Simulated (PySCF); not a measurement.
CH6FNSi, SMILES C[SiH](N)F.

Geometry optimised at B3LYP-D3(BJ)/def2-SVP. One conformer was computed; it need not be the lowest.

These are M06-2X/def2-TZVP (PySCF) values and carry that method's errors.

Gas-phase values at a fixed geometry.

Q: Estimate the frontier levels, gap, dipole moment and polarisability. (An estimate is asked for; the answer gives what the named calculation found.)

A: 
```json
{
 "highest_occupied_level": "-9.43 eV",
 "lowest_empty_level": "1.43 eV",
 "orbital_gap": "10.86 eV",
 "dipole_moment": "1.81 D",
 "quadrupole, principal values (traceless, Buckingham form, about the centre of nuclear charge)": "-8.35, 2.01, 6.34 D·Å",
 "mean_static_polarisability": "43.3 bohr³ (6.42 Å³)",
 "polarisability_principal_values": "39.1, 43.3, 47.6 bohr³"
}
```
